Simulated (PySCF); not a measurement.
C2H6NO, charge +1, singlet, geometry from GFN2-xTB; MN15/3-21G (PySCF).

Here is a job for PySCF.
```python
from pyscf import gto, scf, dft

mol = gto.M(
    atom='''
O     0.41974200    1.33598813    0.18594172
C    -0.05433820    0.28311540    0.03863750
N     1.00959146   -0.91424379   -0.16218644
C    -1.41945678   -0.23474152    0.00307779
H     0.77324402   -1.74122776    0.39821567
H    -2.11338732    0.59558687   -0.12576523
H    -1.57243450   -0.96617115   -0.78766538
H    -1.65640409   -0.71484187    0.95515845
H     1.93981953   -0.56467732    0.10965851
H     1.04685615   -1.18711072   -1.15212253
''',
    basis='3-21g',
    charge=1,
    verbose=4,
)

mf = dft.RKS(mol)
mf.xc = 'mn15'
mf.kernel()
mf.analyze()
```

**Question.** Write the output that PySCF gives for this input, abridged.

**Answer.** 
```
PySCF version 2.14.0

[INPUT] verbose = 4
[INPUT] num. atoms = 10
[INPUT] num. electrons = 32
[INPUT] charge = 1
[INPUT] spin (= nelec alpha-beta = 2S) = 0
[INPUT] symmetry False subgroup None
[INPUT] Mole.unit = angstrom
[INPUT] Symbol           X                Y                Z      unit          X                Y                Z       unit  Magmom
[INPUT]  1 O      0.419742000000   1.335988130000   0.185941720000 AA    0.793197422977   2.524651671370   0.351378925931 Bohr   0.0
[INPUT]  2 C     -0.054338200000   0.283115400000   0.038637500000 AA   -0.102684316102   0.535010567647   0.073014293138 Bohr   0.0
[INPUT]  3 N      1.009591460000  -0.914243790000  -0.162186440000 AA    1.907851357100  -1.727670374184  -0.306487952718 Bohr   0.0
[INPUT]  4 C     -1.419456780000  -0.234741520000   0.003077790000 AA   -2.682384559857  -0.443597182864   0.005816180169 Bohr   0.0
[INPUT]  5 H      0.773244020000  -1.741227760000   0.398215670000 AA    1.461219425258  -3.290443586890   0.752518554810 Bohr   0.0
[INPUT]  6 H     -2.113387320000   0.595586870000  -0.125765230000 AA   -3.993723229929   1.125496067687  -0.237661840693 Bohr   0.0
[INPUT]  7 H     -1.572434500000  -0.966171150000  -0.787665380000 AA   -2.971470553817  -1.825798862956  -1.488471846001 Bohr   0.0
[INPUT]  8 H     -1.656404090000  -0.714841870000   0.955158450000 AA   -3.130150081709  -1.350855356672   1.804987876064 Bohr   0.0
[INPUT]  9 H      1.939819530000  -0.564677320000   0.109658510000 AA    3.665727642783  -1.067085483553   0.207224551128 Bohr   0.0
[INPUT] 10 H      1.046856150000  -1.187110720000  -1.152122530000 AA    1.978271415317  -2.243314140335  -2.177196043641 Bohr   0.0

nuclear repulsion = 128.028934480667
number of shells = 32
number of NR pGTOs = 78
number of NR cGTOs = 48
basis = 3-21g
ecp = {}

******** <class 'pyscf.dft.rks.RKS'> ********
method = RKS
initial guess = minao
damping factor = 0
level_shift factor = 0
DIIS = <class 'pyscf.scf.diis.CDIIS'>
diis_start_cycle = 1
diis_space = 8
diis_damp = 0
SCF conv_tol = 1e-09
SCF conv_tol_grad = None
SCF max_cycles = 50
direct_scf = True
direct_scf_tol = 1e-13
XC library pyscf.dft.libxc version 7.1.2
    S. Lehtola, C. Steigemann, M. J. T. Oliveira, and M. A. L. Marques,  SoftwareX 7, 1–5 (2018)
XC functionals = mn15
    H. S. Yu, X. He, S. L. Li, and D. G. Truhlar,  Chem. Sci. 7, 5032–5051 (2016)
    H. S. Yu, X. He, S. L. Li, and D. G. Truhlar,  Chem. Sci. 7, 5032–5051 (2016)
radial grids:
    Treutler-Ahlrichs [JCP 102, 346 (1995); DOI:10.1063/1.469408] (M4) radial grids

becke partition: Becke, JCP 88, 2547 (1988); DOI:10.1063/1.454033
pruning grids: <function nwchem_prune>
grids dens level: 3
symmetrized grids: False
atomic radii adjust function: <function treutler_atomic_radii_adjust>
small_rho_cutoff = 0
Set gradient conv threshold to 3.16228e-05
Initial guess from minao.
tot grids = 115072
init E= -208.558074883211
  HOMO = -0.352247915406998  LUMO = -0.0539446003170556  gap/eV = 8.11725
cycle= 1 E= -207.706954183517  delta_E= 0.851  |g|= 0.874  |ddm|= 2.83
  HOMO = -0.440663948918852  LUMO = -0.161190854502719  gap/eV = 7.60485
cycle= 2 E= -207.124225497163  delta_E= 0.583  |g|=    2  |ddm|= 2.49
  HOMO = -0.554629153033628  LUMO = -0.21609641812269  gap/eV = 9.21194
cycle= 3 E= -207.883100687676  delta_E= -0.759  |g|= 0.0717  |ddm|= 1.73
  HOMO = -0.557503864652586  LUMO = -0.200690101191066  gap/eV = 9.70940
cycle= 4 E= -207.883865803436  delta_E= -0.000765  |g|= 0.0491  |ddm|= 0.0907
  HOMO = -0.557759580336123  LUMO = -0.200541455708913  gap/eV = 9.72040
cycle= 5 E= -207.88437549547  delta_E= -0.00051  |g|= 0.00913  |ddm|= 0.0409
  HOMO = -0.558779643246014  LUMO = -0.200507313815114  gap/eV = 9.74909
cycle= 6 E= -207.884393907389  delta_E= -1.84e-05  |g|= 0.00337  |ddm|= 0.0143
  HOMO = -0.558748818669546  LUMO = -0.200552940023226  gap/eV = 9.74701
cycle= 7 E= -207.884396647072  delta_E= -2.74e-06  |g|= 0.000621  |ddm|= 0.00374
  HOMO = -0.558801932431924  LUMO = -0.200576813354047  gap/eV = 9.74780
cycle= 8 E= -207.884396778367  delta_E= -1.31e-07  |g|= 6.67e-05  |ddm|= 0.0012
  HOMO = -0.558800039529376  LUMO = -0.200560970111083  gap/eV = 9.74818
cycle= 9 E= -207.884396780045  delta_E= -1.68e-09  |g|= 2.22e-05  |ddm|= 0.000132
  HOMO = -0.558807060836926  LUMO = -0.200567064718995  gap/eV = 9.74821
cycle= 10 E= -207.884396780149  delta_E= -1.04e-10  |g|= 3.06e-06  |ddm|= 2.96e-05
  HOMO = -0.558806370752205  LUMO = -0.200566151112325  gap/eV = 9.74821
Extra cycle  E= -207.884396780151  delta_E= -1.48e-12  |g|= 2.55e-06  |ddm|= 6.36e-06
converged SCF energy = -207.884396780151
**** SCF Summaries ****
Total Energy =                        -207.884396780150837
Nuclear Repulsion Energy =             128.028934480667203
One-electron Energy =                 -527.653022155695567
Two-electron Energy =                  191.739690894877526
Two-electron Coulomb Energy =          219.415818503808822
DFT Exchange-Correlation Energy =      -27.676127608931296
HOMO-LUMO gap [eV] =                     9.748212904510359
**** MO energy ****
MO #1   energy= -18.9170697084804  occ= 2
MO #2   energy= -14.3037034568979  occ= 2
MO #3   energy= -10.3166805066529  occ= 2
MO #4   energy= -10.1537252805266  occ= 2
MO #5   energy= -1.38922405095789  occ= 2
MO #6   energy= -1.23977925743996  occ= 2
MO #7   energy= -1.02715709419069  occ= 2
MO #8   energy= -0.851510793856233 occ= 2
MO #9   energy= -0.838518298182457 occ= 2
MO #10  energy= -0.829648262771232 occ= 2
MO #11  energy= -0.757789061698941 occ= 2
MO #12  energy= -0.713108648951929 occ= 2
MO #13  energy= -0.704523563589646 occ= 2
MO #14  energy= -0.645186232116528 occ= 2
MO #15  energy= -0.62858047778241  occ= 2
MO #16  energy= -0.558806370752205 occ= 2
MO #17  energy= -0.200566151112325 occ= 0
MO #18  energy= -0.103779245236517 occ= 0
MO #19  energy= -0.0651223984862321 occ= 0
MO #20  energy= -0.0366665904826392 occ= 0
MO #21  energy= -0.0348646571012586 occ= 0
MO #22  energy= 0.0128064883290411 occ= 0
MO #23  energy= 0.0331719561516954 occ= 0
MO #24  energy= 0.0416366295372295 occ= 0
 ** Mulliken pop on meta-lowdin orthogonal AOs  **
 ** Mulliken pop  **
 ** Mulliken atomic charges  **
charge of    0O =     -0.18151
charge of    1C =      0.41521
charge of    2N =     -0.26419
charge of    3C =     -0.33935
charge of    4H =      0.28893
charge of    5H =      0.17762
charge of    6H =      0.14936
charge of    7H =      0.16601
charge of    8H =      0.29491
charge of    9H =      0.29301

WARN: System has nonzero charge 1; the dipole moment is origin-dependent.
Location of origin: [0. 0. 0.]

Dipole moment(X, Y, Z, Debye):  1.61445, -5.08358, -0.76208
```
